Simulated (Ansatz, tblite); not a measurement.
Forces on the cluster CaCl₂ at its r2SCAN-D4/def2-TZVP geometry. Total charge 0; singlet.

The xTB rows come from tblite. The structure comes from a short search, and lower isomers may exist.

GFN1-xTB (tblite), largest force 0.88 eV/Å:

```xyz
3
positions Å, forces eV/Å
Ca   -0.038   -0.042    0.031    0.029    0.033   -0.024
Cl   -1.947    0.893   -1.208    0.685   -0.326    0.436
Cl    1.985   -0.851    1.177   -0.714    0.294   -0.412
```

GFN2-xTB (tblite), largest force 0.45 eV/Å:

```
Ca 0.010 0.011 -0.008
Cl 0.352 -0.164 0.220
Cl -0.362 0.153 -0.212
```

r2SCAN-D4/def2-TZVP (Ansatz), largest force 0.01 eV/Å:

```
Ca 0.001 0.001 -0.001
Cl 0.008 -0.004 0.006
Cl -0.009 0.003 -0.004
```
